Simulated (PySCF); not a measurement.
**Continuum solvent and chemical shifts**

Atoms are numbered as in `[CH3:1][CH2:2][O:3][C:4]1=[C:5]([F:6])[CH2:7][O:8][CH2:9]1`; H(Xn) means a hydrogen on atom n.

GIAO PBE0/pcSseg-1 in PySCF 2.14.0 with density-fitted response routines on one PBE0-D3(BJ)/def2-SVP conformer, non-relativistic, equivalent nuclei averaged. Solvents enter as an IEF-PCM continuum (chloroform with ε = 4.7, dichloromethane with ε = 8.9) around the gas-phase geometry. Shifts are referred to TMS, CFCl3 computed in the same medium.

Gas phase, δ in ppm: C5 136.0, C4 133.5, C9 74.2, C7 72.8, C2 66.5, C1 17.0, F6 -185.4, H(C7) 4.75, H(C9) 4.53, H(C2) 4.08, H(C1) 1.31. Dipole moment 1.86 D.

Task: How does each δ change in the continuum?

Result: 
```json
{"atoms": "C5", "environment": "β carbon of an enol-ether or enamine type C=C", "Δδ, chloroform": "+0.4", "Δδ, dichloromethane": "+0.5"}
{"atoms": "C4", "environment": "alkene carbon bearing oxygen", "Δδ, chloroform": "+0.7", "Δδ, dichloromethane": "+0.8"}
{"atoms": "C9", "environment": "allylic sp3 CH2 bonded to O", "Δδ, chloroform": "+0.6", "Δδ, dichloromethane": "+0.7"}
{"atoms": "C7", "environment": "allylic sp3 CH2 bonded to O", "Δδ, chloroform": "+0.6", "Δδ, dichloromethane": "+0.7"}
{"atoms": "C2", "environment": "sp3 CH2 bonded to O", "Δδ, chloroform": "+1.1", "Δδ, dichloromethane": "+1.3"}
{"atoms": "C1", "environment": "methyl carbon", "Δδ, chloroform": "+0.3", "Δδ, dichloromethane": "+0.4"}
{"atoms": "F6", "environment": "vinylic fluorine", "Δδ, chloroform": "0.0", "Δδ, dichloromethane": "+0.1"}
{"atoms": "H(C7)", "environment": "hydrogen on an allylic sp3 CH2 bonded to O", "Δδ, chloroform": "+0.08", "Δδ, dichloromethane": "+0.10"}
{"atoms": "H(C9)", "environment": "hydrogen on an allylic sp3 CH2 bonded to O", "Δδ, chloroform": "+0.07", "Δδ, dichloromethane": "+0.09"}
{"atoms": "H(C2)", "environment": "hydrogen on an sp3 CH2 bonded to O", "Δδ, chloroform": "+0.07", "Δδ, dichloromethane": "+0.08"}
{"atoms": "H(C1)", "environment": "hydrogen on a methyl carbon", "Δδ, chloroform": "+0.03", "Δδ, dichloromethane": "+0.04"}
```

Changes are relative to the gas phase. The dipole moment becomes 2.08 D in chloroform, 2.13 D in dichloromethane.

Task: Which nuclei move most (in ppm), and what does the model miss?

Result: C2 (sp3 CH2 bonded to O, +1.3 ppm) in dichloromethane. A continuum only polarises the solute; specific hydrogen bonds, the anisotropy of aromatic solvents and changes of geometry or conformer are outside it.
